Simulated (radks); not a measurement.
The numbers below are computed, except where a source is named.
Task: The mean radii <r> (bohr) of the occupied orbitals of an atom or ion are listed with their occupations. Level of theory: Dirac Kohn-Sham, PW91, spin-unpolarised, spherical densities, point nucleus (a radial shooting solver on a logarithmic mesh with Libxc functionals).

| orbital | occ. | <r> |
|---|---|---|
| 1s1/2 | 2 | 0.02190 |
| 2s1/2 | 2 | 0.09274 |
| 2p1/2 | 2 | 0.07745 |
| 2p3/2 | 4 | 0.08429 |
| 3s1/2 | 2 | 0.2440 |
| 3p1/2 | 2 | 0.2336 |
| 3p3/2 | 4 | 0.2467 |
| 3d3/2 | 4 | 0.2187 |
| 3d5/2 | 6 | 0.2228 |
| 4s1/2 | 2 | 0.5527 |
| 4p1/2 | 2 | 0.5647 |
| 4p3/2 | 4 | 0.5942 |
| 4d3/2 | 4 | 0.6299 |
| 4d5/2 | 6 | 0.6404 |
| 5s1/2 | 2 | 1.333 |
| 5p1/2 | 2 | 1.494 |
| 5p3/2 | 4 | 1.589 |
| 4f5/2 | 3 | 0.8576 |
| 4f7/2 | 4 | 0.8702 |
| 6s1/2 | 1 | 3.658 |
| 5d3/2 | 0.4 | 2.518 |
| 5d5/2 | 0.6 | 2.584 |

Name the element and its charge. Open shells, if any, are shared by 2j + 1.

Result: Z = 64, gadolinium, charge +1: Gd+ in [Xe] 4f7 5d1 6s1. The 1s radius gives Z: for a bare nucleus <r> = (2 gamma + 1)/(2Z) with gamma = sqrt(1 - (Z/c)^2), 0.02163 bohr for Z = 64, and screening makes it slightly larger (0.02190 here). The occupations add up to 63, and the charge is Z minus that.
